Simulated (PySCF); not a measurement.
A run for PySCF: R-BP86/6-31G* on SO2 (SMILES O=S=O).

```python
from pyscf import gto, scf, dft, mp
from pyscf.data.elements import chemcore

mol = gto.M(
    atom='''
    O    -0.22253875    0.94552818    3.55411665
    S     0.63944537   -0.14474379    3.16197660
    O     0.12809542   -1.48524251    3.32621165
    ''',
    basis='6-31g*',
    cart=True,
    charge=0, spin=0, verbose=3, max_memory=1800)
mf = dft.RKS(mol, xc='b88,p86')
mf.conv_tol = 1e-8
mf.max_cycle = 100
mf.kernel()
if not mf.converged:
    mf = mf.newton().run(mf.mo_coeff, mf.mo_occ)
```

Program output:

```
converged SCF energy = -548.628219361041
```

The run converged.

Cost: around 1.2 core-seconds (rough).
